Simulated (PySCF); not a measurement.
## Run record: B8H10N8

The script drives PySCF SCF with an in-house response code with single-precision fitted integrals, so total energies wander by about 1e-6 Eh between cycles (the fitting error itself is about 1e-3 Eh and cancels in differences); atoms count from 0. Kgrid is the grid level of the response kernel; vcut the energy (Eh) above which virtual orbitals leave the response; delta the states run by ΔSCF (the anion only where the lumo is low enough to bind); pop asks for populations, which are stored and not printed; grid is the SCF grid level (2 if not given); scf holds typed SCF options (damp: damping in the first 6 cycles, aux: fitting basis, conv: energy tolerance).

The basis has no diffuse functions, so the polarisability comes out too low. Without diffuse functions Rydberg states are missing, so unbound LUMOs, wide gaps and states within about 2 eV of the ionisation energy come out too high, and electron affinities are rough. Minimal and small split-valence bases are unfit for these properties; the numbers show how far off such a level is.

Job and coordinates (Å):

```
{"job": {"kind": "uv", "basis": "6-31G", "grid": 1, "kgrid": 0, "vcut": 1.5, "nstates": 10, "ntriplets": 0, "tda": false, "delta": [], "pop": false, "xc": "LDA", "scf": {"conv": 1e-06}}, "charge": 0, "multiplicity": 1}
N      0.614062     1.806570    -0.001748
B     -0.635940     2.511547    -0.001761
N     -1.838523     1.778289    -0.001856
B     -1.868723     0.349001    -0.001434
N     -0.622797    -0.359105    -0.001103
B      0.622290     0.359876    -0.001099
N      1.871332    -0.370131     0.000523
B     -0.632527    -1.792211     0.000758
N      0.620694    -2.480259     0.001463
B      1.856947    -1.805176     0.001384
N      3.060070     1.768108     0.000474
B      1.856535     2.512956    -0.001028
B      3.103967     0.353384     0.002143
N     -3.090647    -0.390413    -0.001251
B     -3.126760    -1.804586     0.000722
N     -1.884032    -2.480581     0.001990
H     -0.661595     3.685261    -0.001195
H     -2.714055     2.279209    -0.001740
H      0.617221    -3.488982     0.002238
H      2.860582    -2.414212     0.002078
H      3.933477     2.272698     0.001462
H      1.888223     3.687065    -0.001138
H      4.137027    -0.205437     0.005445
H     -3.959707     0.121450    -0.002460
H     -4.143829    -2.391560     0.001107
H     -1.875821    -3.489193     0.003990
```

Command:

```bash
OMP_NUM_THREADS=1 python large_run.py task.json out
```

Problem. What does the program print?

Solution. 
```
final grid: 98286 points
cycle   1  E = -637.4912981074  dE =  2.553e+00  |g| = 9.968e-01  |ddm| = 5.895e+00
cycle   2  E = -637.0437448694  dE =  4.476e-01  |g| = 1.713e+00  |ddm| = 2.490e+00
cycle   3  E = -637.7209500437  dE = -6.772e-01  |g| = 1.636e-01  |ddm| = 1.631e+00
cycle   4  E = -637.7287428152  dE = -7.793e-03  |g| = 4.342e-02  |ddm| = 2.407e-01
cycle   5  E = -637.7291870061  dE = -4.442e-04  |g| = 2.284e-02  |ddm| = 6.862e-02
cycle   6  E = -637.7293102462  dE = -1.232e-04  |g| = 6.096e-03  |ddm| = 2.747e-02
cycle   7  E = -637.7293172801  dE = -7.034e-06  |g| = 1.446e-03  |ddm| = 5.498e-03
cycle   8  E = -637.7293182669  dE = -9.869e-07  |g| = 1.963e-04  |ddm| = 2.411e-03
converged SCF energy = -637.7293182669

Static polarisability (au): isotropic 135.331, principal 60.512 157.087 188.394

Singlet excitations
state   eV       nm        f      main configurations
  1   5.1554    240.5   0.11351   H->L 0.94
  2   5.4830    226.1   0.00003   H->L+1 0.60, H-1->L 0.40
  3   5.6393    219.9   0.01305   H->L+2 0.46, H-1->L 0.26, H->L+1 0.17
  4   5.8062    213.5   0.08008   H-2->L 0.36, H-1->L 0.24, H->L+1 0.18
  5   5.8842    210.7   0.02021   H-2->L 0.53, H->L+2 0.35
  6   6.1338    202.1   0.00962   H-1->L+1 0.41, H->L+3 0.27, H-3->L 0.20
  7   6.2269    199.1   0.00008   H-1->L+2 0.55, H-2->L+1 0.32
  8   6.2578    198.1   0.00056   H-4->L 0.99
  9   6.4407    192.5   0.20900   H-1->L+1 0.45, H->L+3 0.22, H-2->L+1 0.15
 10   6.5057    190.6   0.00000   H-5->L 0.99
```

Problem. Roughly how long does this take on 1 thread of Arm Neoverse N1 (shared host), and how large is the basis?

Solution. About 15 s of wall time, peak memory 0.42 GiB; 164 basis functions and 894 fitting functions.
